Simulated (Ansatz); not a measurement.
Program: Ansatz. Geometries: PBE0-D4/def2-TZVP. ΔE: electronic, gas phase. CCSD(T)/CBS is the MP2 limit (def2-TZVPP, def2-QZVPP) plus CCSD(T) − MP2 in def2-TZVPP, frozen cores. This one scheme is used for every species. DFT in def2-TZVPP. HSE06 is defined as in plane-wave codes. One conformer a species, not always the lowest.

`CO[SiH2]C#N` + CH₄ → acetonitrile + `CO[SiH3]`  (formal exchange of groups at a C–Si bond)

(1) Is it downhill or uphill in electronic energy at CCSD(T)/CBS, and by how much? (An estimate is asked.)

(2) What do these levels give: revPBE, HSE06, CAM-B3LYP, MP2/def2-SVP, CCSD/def2-SVP, HF/def2-TZVPP? (Estimate.)

Largest T1 diagnostic among the species: 0.012.

Results:

(1) Ansatz gave: Uphill: ΔE = +0.65 eV.

(2) Computed: revPBE 0.54, HSE06 0.52, CAM-B3LYP 0.56, MP2/def2-SVP 0.57, CCSD/def2-SVP 0.53, HF/def2-TZVPP 0.56 eV.

In def2-TZVPP, CCSD(T) changes the Hartree–Fock value by +0.07 eV (the triples alone add +0.02 eV) and MP2 by +0.10 eV. Leaving LDA and LC-ωPBE aside and taking each functional with its dispersion term where it has one, the values, not all of them listed here, spread over 0.07 eV, from PBE0-D4 to B2PLYP. LDA lies −0.07 eV from PBE without D4.
